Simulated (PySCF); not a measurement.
C₂H₄N₃, SMILES c1nc[nH+][nH]1, charge +1. Geometry optimised at PBE0-D3(BJ)/def2-SVP. The isomer is the one that the SMILES or the coordinates give; other isomers of the formula were not compared.

Question: Give the equilibrium geometry at PBE0-D3(BJ)/def2-SVP (PySCF confirms it by a frequency run) as bond lengths and angles, and its point group. (An estimate is asked for; the answer gives what the named calculation found.)

Answer: point group C2v.
Atoms: C1 N2 C3 N4 N5 H6 H7 H8 H9. Bonded distances (Å): C1–N2 1.324, C1–N5 1.337, C1–H6 1.092, N2–C3 1.324, C3–N4 1.337, C3–H7 1.092, N4–N5 1.339, N4–H8 1.020, N5–H9 1.020. Angles (°): N2–C1–N5 110.7, N2–C1–H6 126.6, N5–C1–H6 122.7, C1–N2–C3 105.3, N2–C3–N4 110.7, N2–C3–H7 126.6, N4–C3–H7 122.7, C3–N4–N5 106.7, C3–N4–H8 130.7, N5–N4–H8 122.6, C1–N5–N4 106.7, C1–N5–H9 130.7, N4–N5–H9 122.6.
Charge +1, spin multiplicity 1.
